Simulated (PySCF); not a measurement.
**XPS shifts beside NMR shieldings**

Species: C₃H₅FSSi.
Cartesian coordinates in Å at the GFN2-xTB level; atoms count from 1:
```xyz
11
C3H5FSSi angstrom
F     -1.828   -1.465   -0.725
Si    -0.760   -0.842    0.317
C      1.000   -0.909   -0.283
C      1.570    0.287   -0.477
S      0.704    1.765   -0.202
C     -0.914    1.060    0.268
H     -1.108   -1.437    1.595
H      1.570   -1.806   -0.460
H      2.583    0.444   -0.813
H     -1.636    1.404   -0.471
H     -1.176    1.501    1.225
```

Binding energies: PySCF, delta-SCF UKS SCAN, pcX-2 on the ionised atom, pcseg-1 elsewhere, spin-free X2C. Shieldings: GIAO PBE0/pcSseg-1, non-relativistic, same geometry.

```tsv
atom	isotropic shielding (ppm)
C3	70.4
C4	19.5
C6	169.6
```

What are the C 1s binding energies of these atoms?

| atom | environment | C 1s (eV) | isotropic shielding (ppm) |
| --- | --- | --- | --- |
| C3 | alkene CH carbon | 289.71 | 70.4 |
| C6 | sp3 carbon bound to sulfur | 291.02 | 169.6 |
| C4 | alkene CH carbon | 291.36 | 19.5 |

Among the listed atoms, is the one with the highest binding energy also the least shielded?

Yes: C4 has both (291.36 eV, 19.5 ppm).

By binding energy: C3 < C6 < C4. By shielding: C4 < C3 < C6.

Spin contamination (⟨S²⟩ against 0.75 for a pure doublet) is marked for C 1s of C4 (0.88), which makes this value less certain. Isolated species at its GFN2-xTB geometry, gas phase.
